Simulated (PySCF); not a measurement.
F2Ge, SMILES [F][Ge][F] (connectivity only; charge and spin as stated), charge -1, multiplicity 2. Geometry: B3LYP-D3(BJ)/def2-SVPD. The multiplicity is an assumed one; other spin states were not compared. The isomer is the one that the SMILES or the coordinates give; other isomers of the formula were not compared.

All values below come from B3LYP-D3(BJ)/def2-SVPD run with PySCF.

Harmonic wavenumbers (cm⁻¹): 202, 472, 507. Rotational constants (GHz): 12.65, 6.820, 4.430; symmetry number 2.

Q: Work out the zero-point energy and the ideal-gas rigid-rotor harmonic-oscillator thermochemistry at 298.15 K and 1 atm.

A: ZPE = ½ Σ hcν = ½ × 1180 cm⁻¹ = 1.69 kcal/mol. H − E(el) = 4.70 kcal/mol. Entropy in cal/(mol K): translation 40.02, rotation 22.87, vibration 3.49, spin 1.38, total 67.76. G − E(el) = -15.50 kcal/mol. Cp = 12.33 cal/(mol K).
